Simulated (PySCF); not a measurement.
## Dipole response of K (potassium, neutral)

[Ar] 4s1, 2S determinant. All numbers are calculated (PySCF 2.14, scalar relativity by spin-free X2C-1e, in dyall-av3z). Coupled (time-dependent) response in atomic units; α is the mean over directions.

```csv
method,mean α (bohr³),C₆ (like pair),S(−4)
CAM-B3LYP,284.7,3792,77950
```

S(−4) is the Cauchy moment in α(ω) = α(0) + S(−4) ω² + …

Reference α: 289.7 ± 0.3 bohr³ (recommended; Schwerdtfeger and Nagle, table of static dipole polarizabilities (2023 update)). Published C₆: 3923 (Chu and Dalgarno (2004); Tang, Norbeck and Certain (1976)).

α(iu) at CAM-B3LYP:

| u (hartree) | α(iu) (bohr³) |
| --- | --- |
| 0 | 284.7 |
| 0.0500 | 170.1 |
| 0.100 | 79.39 |
| 0.200 | 28.53 |
| 0.300 | 15.96 |
| 0.500 | 8.477 |
| 0.750 | 5.391 |
| 1.00 | 3.861 |
| 1.50 | 2.272 |
| 2.00 | 1.484 |
| 3.00 | 0.7668 |
| 5.00 | 0.3144 |

A single London oscillator, α(iu) = α/(1 + u²/ω²), gives C₆ = (3/4) ω α². Matching the computed C₆ needs ω = 4 × 3792 / (3 × 284.7²) = 0.0624 hartree.
